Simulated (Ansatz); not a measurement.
Start from `[OH][Hf]([F])([F])[F]` and change one atom or group to get `[OH][Hf]([F])([F])[SH]`.

Ansatz, PBE0-D4/def2-TZVP geometries, multiplicity 1. Each molecule was computed in one conformer, which needn't be the lowest.

Elements past krypton have def2 core potentials.

```
                                                                                  property  `[OH][Hf]([F])([F])[F]`
                                                     HOMO energy (ωB97M-V/def2-TZVPP) / eV                   -12.73
ideal-gas entropy at 298 K and 1 bar (rigid rotor, harmonic PBE0-D4/def2-TZVP) / J/(mol·K)                      356
                                                        HOMO energy (PBE0/def2-TZVPP) / eV                   -10.24
                                                        LUMO energy (PBE0/def2-TZVPP) / eV                    -0.60
                                        size of the dipole moment (ωB97M-V/def2-TZVPP) / D                     2.66
                                                         LUMO energy (PBE/def2-TZVPP) / eV                    -1.31
```

Task: What does the change do to each property? (Estimate.)

Result: The calculation gave: 
```
                                                                                  property  `[OH][Hf]([F])([F])[SH]`  shift
                                                     HOMO energy (ωB97M-V/def2-TZVPP) / eV                     -9.94   2.79
ideal-gas entropy at 298 K and 1 bar (rigid rotor, harmonic PBE0-D4/def2-TZVP) / J/(mol·K)                       395     39
                                                        HOMO energy (PBE0/def2-TZVPP) / eV                     -7.78   2.46
                                                        LUMO energy (PBE0/def2-TZVPP) / eV                     -0.89  -0.29
                                        size of the dipole moment (ωB97M-V/def2-TZVPP) / D                      3.30   0.64
                                                         LUMO energy (PBE/def2-TZVPP) / eV                     -1.74  -0.43
```

With PBE0 the HOMO rises by 2.46 eV and the LUMO falls by 0.29 eV, so the gap narrows by about 2.75 eV. PBE moves the HOMO by 1.93 eV and ωB97M-V by 2.79 eV. The zero-point energy changes by 17.7 kJ/mol with +3 modes. Dipoles are sizes alone; their direction can turn.
